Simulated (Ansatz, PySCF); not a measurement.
KI, SMILES [I][K]. Atoms are numbered in the order given.

```xyz
2

K      0.0000     0.0000    -2.2874
I      0.0000     0.0000     0.7987
```

Geometry optimised at r2SCAN-D4/def2-TZVPD. The def2 effective core potentials stand for the cores of I; spin–orbit coupling is left out.

Two levels are set side by side: PBE-D3(BJ)/def2-TZVPD (Ansatz, an electronic-structure program) and r2SCAN-D4/def2-TZVPD (Ansatz). Each level has its own optimised geometry; the coordinates shown are those of the second. Frequencies come from the Hessian of PySCF at each geometry. Differences are taken from unrounded values.

| quantity | r2SCAN-D4 | PBE-D3(BJ) | PBE-D3(BJ) minus r2SCAN-D4 |
|---|---|---|---|
| bond K1–I2 (Å) | 3.086 | 3.080 | -0.006 |
| highest harmonic wavenumber (cm⁻¹) | 180 | 178 | -2 |
| mean harmonic wavenumber (cm⁻¹) | 180 | 178 | -2 |
| zero-point energy (kcal/mol) | 0.26 | 0.25 | 0.00 |

Here PBE gives about what the other level gives.
